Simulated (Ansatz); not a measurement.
Stepwise reaction of `[F][InH][F]` with hydrogen chloride, as a gas-phase model of exchange steps in deposition or etching. ΔE in kJ/mol; ΔG adds harmonic PBE0-D4 terms to CCSD(T)/CBS, at 1 bar.

Isolated molecules relaxed with PBE0-D4/def2-TZVP in Ansatz; ΔE leaves out vibrations. CBS: MP2 limit from def2 TZ/QZ plus the TZ coupled-cluster correction, frozen cores. This one scheme is used for every species. Functionals use def2-TZVPP. B3LYP here is the variant with VWN-RPA as its local correlation; programs differ in this. Elements past krypton have def2 core potentials. For In outer-core shells are correlated without core-valence functions, which leaves a few kJ/mol of doubt a bond.

| step | reaction | PBE-D4 | B3LYP-D4 | ωB97M-V | CCSD(T)/CBS | ΔG(600 K) |
| --- | --- | --- | --- | --- | --- | --- |
| 1 | `[F][InH][F]` + HCl → `[F][InH][Cl]` + H–F | -52.0 | -53.2 | -55.2 | -58.7 | -55.1 |
| 2 | `[F][InH][Cl]` + HCl → `[Cl][InH][Cl]` + H–F | -50.8 | -52.2 | -54.1 | -58.1 | -47.5 |

Task: By hand: ΔE of the 2 steps together at CCSD(T)/CBS.

Result: (-58.7) + (-58.1) = -116.8 kJ/mol, or -58.4 kJ/mol a step.

In ΔE the steps differ by no more than 0.6 kJ/mol. All are downhill at CCSD(T)/CBS. ΔG lies between -55.1 and -47.5 kJ/mol a step. PBE-D4 differs from CCSD(T)/CBS by 6.7 to 7.3 kJ/mol a step. Isolated molecules leave out the surface, adducts and barriers. Largest T1 diagnostic: 0.017.
